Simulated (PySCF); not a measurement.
## How methods differ on the excitation energy of Si

Si [Ne] 3s2 3p2 (3P) → Si [Ne] 3s1 3p2 3d1 (high-spin determinant), as a difference of total energies. Computed with PySCF 2.14 in aug-cc-pCVTZ-DK with one added diffuse shell each of s, p, d, f type (9s8p6d4f, 91 functions), with the spin-free X2C one-electron Hamiltonian (Gaussian nucleus). Correlated levels: valence: [Ne] frozen; valence and next inner shell: 1s2 frozen; nothing frozen. The calculations carry no spin-orbit coupling.

```tsv
method	excitation energy (cm⁻¹)
UHF	79079
LDA	89841
PBE	88694
PBE0	88846
r2SCAN	87074
BP86	88753
MN15	91833
wB97X	92099
TPSSh	89415
MP2 (valence)	88248
SCS-MP2 (valence)	91094
MP2 (valence and next inner shell)	89641
SCS-MP2 (valence and next inner shell)	92138
MP2 (all electrons)	89610
SCS-MP2 (all electrons)	92118
```

The upper state lies above the first ionisation limit, but in LS coupling its spin forbids autoionisation to the ground ion.

The promoted electron is Rydberg-like, and one or two diffuse shells describe it only roughly, which tends to raise the upper state.

The determinant of the upper state mixes LS terms, which raises its energy above the lowest term, most at the Hartree-Fock and MP2 levels.
